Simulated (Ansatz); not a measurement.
Gas-phase electronic energies from Ansatz, PBE0-D4/def2-TZVP geometries. CBS: MP2 limit from def2 TZ/QZ plus the TZ coupled-cluster correction, frozen cores. Functionals use def2-TZVPP. B3LYP here is the variant with VWN-RPA as its local correlation; programs differ in this. def2 core potentials past Kr. For I outer-core shells are correlated without core-valence functions, which leaves a few kJ/mol of doubt a bond. One conformer a species, not always the lowest.

Reaction (formal exchange of groups at the Si–C bond): `C[SiH](Cl)S[SiH2]Cl` + `ClCI` → `Cl[SiH2]S[SiH](Cl)Cl` + `CCI`

`C[SiH](Cl)S[SiH2]Cl`:

Z-matrix (Å, degrees):
```
C
Si 1 1.852
H 1 1.092 2 110.0
H 1 1.093 2 110.1 3 -119.7
H 1 1.092 2 110.7 3 120.1
Cl 2 2.059 1 110.0 3 -60.3
S 2 2.138 1 107.0 3 179.4
H 2 1.478 1 112.9 3 58.1
Si 7 2.125 2 101.4 1 170.9
Cl 9 2.052 7 112.2 2 54.8
H 9 1.476 7 111.7 2 -65.4
H 9 1.478 7 105.4 2 172.9
```

`ClCI`:

```xyz
5

Cl   -0.590    1.341    0.918
C     0.052    0.110   -0.154
I    -0.024   -1.866    0.654
H     1.097    0.322   -0.352
H    -0.535    0.093   -1.066
```

`Cl[SiH2]S[SiH](Cl)Cl`:

Z-matrix (Å, degrees):
```
Si
S 1 2.135
Cl 1 2.045 2 112.6
H 1 1.477 2 104.0 3 117.5
H 1 1.475 2 111.1 3 -121.2
Si 2 2.118 1 103.4 3 72.1
Cl 6 2.036 2 112.4 1 -70.9
Cl 6 2.040 2 112.1 1 51.0
H 6 1.472 2 106.3 1 170.0
```

`CCI`:

```xyz
8

C     0.112    0.788    0.213
C     0.085   -0.698   -0.032
I    -1.452   -1.259   -1.426
H     0.908    1.024    0.928
H    -0.832    1.142    0.629
H     0.308    1.341   -0.707
H    -0.137   -1.269    0.868
H     1.007   -1.069   -0.473
```

Q: Is it downhill or uphill in electronic energy at CCSD(T)/CBS, and by how much? (Estimate.)

A: Computed: Downhill: ΔE = -124.0 kJ/mol.

Q: What do these levels give: r2SCAN-D4, PBE0-D4, ωB97M-V, B2PLYP, PBE, r2SCAN, B3LYP, HF/def2-TZVPP, CCSD/def2-TZVPP, MP2/def2-QZVPP, SCS-MP2/def2-QZVPP, MP2/CBS(def2)? (An estimate is asked.)

A: Ansatz gave: r2SCAN-D4 -122.7, PBE0-D4 -121.9, ωB97M-V -122.7, B2PLYP -123.1, PBE -115.9, r2SCAN -122.6, B3LYP -120.3, HF/def2-TZVPP -132.2, CCSD/def2-TZVPP -124.4, MP2/def2-QZVPP -127.5, SCS-MP2/def2-QZVPP -125.6, MP2/CBS(def2) -128.0 kJ/mol.

Largest T1 diagnostic among the species: 0.010.

From PBE to PBE0 (25 % exact exchange), in def2-TZVPP and without D4, ΔE moves by −5.2 kJ/mol. In def2-TZVPP, CCSD(T) changes the Hartree–Fock value by +9.2 kJ/mol (the triples alone add +1.4 kJ/mol) and MP2 by +5.2 kJ/mol.
